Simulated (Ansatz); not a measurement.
System: H₃BO, charge 0, singlet. H3BO (SMILES BO).
B3LYP-D3(BJ)/def2-TZVP minimum from Ansatz (an electronic-structure program):
```xyz
5

B     -0.4457    -0.5553     0.0638
H     -0.3408    -1.3261     0.9667
H     -1.2897    -0.6607    -0.7789
O      0.4421     0.4627     0.0264
H      0.3226     1.0619    -0.7182
```
Charge 0, spin multiplicity 1.

Hartree-Fock and CCSD(T) correlation energies in hartree (Ansatz). Radicals and triplets start from unrestricted determinants; spin-orbit coupling is neglected. Correlated methods leave the cores frozen. No relativity.

```json
[
 {"basis": "cc-pVTZ", "X": "3", "E(HF)": "-101.36850", "E(corr, CCSD(T))": "-0.38055"},
 {"basis": "cc-pVQZ", "X": "4", "E(HF)": "-101.37655", "E(corr, CCSD(T))": "-0.40435"},
 {"basis": "cc-pV5Z", "X": "5", "E(HF)": "-101.37848", "E(corr, CCSD(T))": "withheld"}
]
```

**Question.** Fit E(corr) = E∞ + A/X³ to X = 3 and 4, predict X = 5, and compare with the run.

**Answer.** A = (-0.38055 - (-0.40435))/(1/27 - 1/64) = 1.1115; E∞ = -0.40435 - A/64 = -0.42172; at X = 5, E∞ + A/125 = -0.41283. The run gave -0.41232, 0.51 mEh above the prediction. The same form on X = 4 and 5 gives E∞ = -0.42068, 1.04 mEh above the first estimate.
